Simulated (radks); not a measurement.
Task: The mean radii <r> (bohr) of the occupied orbitals of an atom or ion are listed with their occupations. Calculated with a radial shooting solver on a logarithmic mesh with Libxc functionals: scalar-relativistic Kohn-Sham, LDA (Slater exchange, Perdew-Wang correlation), spin-unpolarised, spherical densities, point nucleus.

| orbital | occ. | <r> |
|---|---|---|
| 1s | 2 | 0.04280 |
| 2s | 2 | 0.1898 |
| 2p | 6 | 0.1655 |
| 3s | 2 | 0.5519 |
| 3p | 6 | 0.5637 |
| 3d | 10 | 0.5855 |
| 4s | 2 | 1.511 |
| 4p | 1 | 1.706 |
| 4f | 1 | 3.963 |

Name the element and its charge.

Result: Z = 35, bromine, charge +3: Br3+ in [Ar] 3d10 4s2 4p1 4f1. The 1s radius gives Z: for a bare nucleus <r> = (2 gamma + 1)/(2Z) with gamma = sqrt(1 - (Z/c)^2), 0.04191 bohr for Z = 35, and screening makes it slightly larger (0.04280 here). The occupations add up to 32, and the charge is Z minus that.
